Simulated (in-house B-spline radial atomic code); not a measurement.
Ionisation energies along the 41-electron series, configuration 1s2 2s2 2p6 3s2 3p6 3d10 4s2 4p6 4d3/2(4) 4d5/2(1), as differences of self-consistent energies. Dirac energy differences include first-order Breit, QED and recoil terms. NIST's values go from ground level to ground level; the uncertainty of those that are theory runs from under 0.1 % in few-electron ions to several per cent in heavy many-electron ones. Computed with an all-electron radial atomic-structure program (B-spline basis): Dirac-Hartree-Fock, jj configuration that fills j = l - 1/2 first, finite nuclei.

A number in brackets counts the electrons of a j subshell.

```tsv
ion	configuration after	ionisation energy (eV)	IE/(q+1)² (eV)	-ε less Coulomb ΔSCF (eV)	Breit and QED recoil part (eV)	tabulated value (eV)	computed minus tabulated (eV)
Ce17+	[Kr] 4d3/2(4)	469.1	1.4479	1.086	-0.039552	472	-2.9
Pr18+	[Kr] 4d3/2(4)	?	?	?	?	?	?
Nd19+	[Kr] 4d3/2(4)	558.9	1.3972	1.0951	-0.067238	562	-3.1
Pm20+	[Kr] 4d3/2(4)	606.4	1.375	1.0996	-0.083219	609	-2.6
Sm21+	[Kr] 4d3/2(4)	655.6	1.3546	1.1039	-0.10068	658	-2.4
Eu22+	[Kr] 4d3/2(4)	706.6	1.3357	1.1081	-0.11971	709	-2.4
Gd23+	[Kr] 4d3/2(4)	759.3	1.3183	1.1122	-0.14032	761	-1.7
Tb24+	[Kr] 4d3/2(4)	813.8	1.3021	1.1162	-0.16259	816	-2.2
Dy25+	[Kr] 4d3/2(4)	870.0	1.287	1.1201	-0.18655	872	-2.0
Ho26+	[Kr] 4d3/2(4)	927.9	1.2728	1.1239	-0.21226	929	-1.1
Er27+	[Kr] 4d3/2(4)	987.6	1.2596	1.1276	-0.23977	989	-1.4
Tm28+	[Kr] 4d3/2(4)	1048.9	1.2473	1.1311	-0.26913	1050	-1.1
Yb29+	[Kr] 4d3/2(4)	1112.1	1.2356	1.1346	-0.30038	1114	-1.9
Lu30+	[Kr] 4d3/2(4)	1176.9	1.2247	1.1379	-0.3336	1178	-1.1
Hf31+	[Kr] 4d3/2(4)	1243.5	1.2143	1.1412	-0.3688	1245	-1.5
Ta32+	[Kr] 4d3/2(4)	1311.8	1.2046	1.1443	-0.40608	1313	-1.2
W33+	[Kr] 4d3/2(4)	1381.8	1.1953	1.1473	-0.44545	1386.8	-5.0
Re34+	[Kr] 4d3/2(4)	1453.5	1.1866	1.1503	-0.48698	1454	-0.5
Os35+	[Kr] 4d3/2(4)	?	?	?	?	?	?
Ir36+	[Kr] 4d3/2(4)	?	?	?	?	?	?
Pt37+	[Kr] 4d3/2(4)	1679.1	1.1628	1.1585	-0.62506	1680	-0.9
Au38+	[Kr] 4d3/2(4)	1757.8	1.1557	1.161	-0.67575	1758	-0.2
Hg39+	[Kr] 4d3/2(4)	1838.1	1.1488	1.1635	-0.72884	1839	-0.9
```

Fill in the row of Pr18+.

ionisation energy (eV): 513.1; IE/(q+1)² (eV): 1.4214; -ε less Coulomb ΔSCF (eV): 1.0906; Breit and QED recoil part (eV): -0.052696; tabulated value (eV): 516; computed minus tabulated (eV): -2.9.

Fill in the row of Os35+.

ionisation energy (eV): 1527.0; IE/(q+1)² (eV): 1.1782; -ε less Coulomb ΔSCF (eV): 1.1531; Breit and QED recoil part (eV): -0.53072; tabulated value (eV): 1528; computed minus tabulated (eV): -1.0.

Fill in the row of Ir36+.

ionisation energy (eV): 1602.2; IE/(q+1)² (eV): 1.1703; -ε less Coulomb ΔSCF (eV): 1.1558; Breit and QED recoil part (eV): -0.57673; tabulated value (eV): 1603; computed minus tabulated (eV): -0.8.
